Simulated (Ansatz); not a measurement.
cis-NiBr2(PH3)2 (NiP2H6Br2), relaxed as a singlet with RKS r2SCAN-D4/def2-SVP in Ansatz, starting from the GFN2-xTB geometry. Force threshold 0.02 eV/Å.

The restricted singlet is unstable towards broken spin symmetry in Hartree–Fock (as tested in another run); at r2SCAN-D4/def2-SVP this wasn't settled. Another isomer (singlet) lies 0.30 eV lower at PBE0-D4/def2-TZVP; other spin states weren't run for this one.

Start:

```csv
atom,x (Å),y (Å),z (Å)
Br1,0.552,-2.875,-0.325
Br2,-0.950,-1.016,-2.597
Ni3,-0.074,-0.741,-0.558
P4,-0.743,1.296,-0.899
P5,0.817,-0.603,1.417
H6,-0.594,2.375,-0.017
H7,-2.090,1.478,-1.144
H8,-0.285,1.945,-2.026
H9,2.140,-0.976,1.539
H10,0.324,-1.435,2.401
H11,0.903,0.551,2.209
```

Estimate the energy that the relaxation releases and the steps that it takes.

0.24 eV, in 5 steps; 36 s on 4 threads of Arm Neoverse N1 on a shared host. No frequencies were taken in this run, so the end may be a saddle point.

Does the start keep its bonding and symmetry?

By distances, no bond broke or formed. The bond that changes most is Br1–Ni3, from 2.24 to 2.32 Å (atoms count from 1). Point group C2v at the start, C2v at the end, both within 0.05 Å.

Predict the relaxed structure.


```xyz
11

Br    0.590   -2.975   -0.317
Br   -1.002   -1.031   -2.690
Ni   -0.078   -0.765   -0.575
P    -0.713    1.241   -0.852
P     0.783   -0.569    1.355
H    -0.481    2.223    0.165
H    -2.097    1.469   -1.052
H    -0.188    1.954   -1.958
H     2.157   -0.884    1.497
H     0.244   -1.360    2.401
H     0.785    0.697    2.025
```
Bond lengths: 2 × Ni–P 2.12 Å; 2 × Br–Ni 2.32 Å; 6 × H–P 1.42 to 1.43 Å.
